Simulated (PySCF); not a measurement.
A calculated (UHF, PySCF 2.14, cc-pVTZ-DK, the spin-free X2C one-electron Hamiltonian (Gaussian nucleus)) atom or ion has these occupied shells.

```csv
shell,electrons,orbital energy (eV),"rms radius, mean of both spins (bohr)"
1s β,1,-6049.0,0.0734
1s α,1,-6049.0,0.0734
2s α,1,-731.15,0.316
2s β,1,-728.51,0.316
2p α,3,-612.54,0.287
2p β,3,-609.88,0.287
3s α,1,-102.87,0.974
3s β,1,-93.461,0.974
3p α,3,-69.319,1.06
3p β,3,-57.704,1.06
3d α,5,-17.529,1.52
```

(1) Name the element and its charge.

## Answers

(1) Cr⁺ (chromium, charge +1), in [Ar] 3d5, high-spin 6S determinant.
